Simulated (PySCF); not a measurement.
**Correlation energy of Sc⁺ (scandium, charge +1)**

[Ar] 4s1 4p1, high-spin 3P determinant (an excited configuration). Computed with PySCF 2.14 in x2c-TZVPPall (6s5p4d2f1g, 64 functions), with scalar relativity by spin-free X2C-1e. Frozen: [Ne]; 10 electrons correlated.

```csv
level,correlation energy (mhartree)
CCSD,-225.72
(T),-9.18
CCSD(T),-234.90
```

Diagnostics: T1 = 0.044, D1 = 0.1890, largest double amplitude 0.247.

T1 exceeds 0.03, a sign that the reference determinant is poor. A double-excitation amplitude exceeds 0.15, a sign of near-degeneracy.

Cost of the coupled-cluster step: of the order of 16 core-seconds, for 10 correlated electrons.

The basis was made for the ground configuration and has no added diffuse functions, which can raise the energy of the promoted electron.

This basis was not built for core-valence correlation, so the inner-shell part is incomplete.
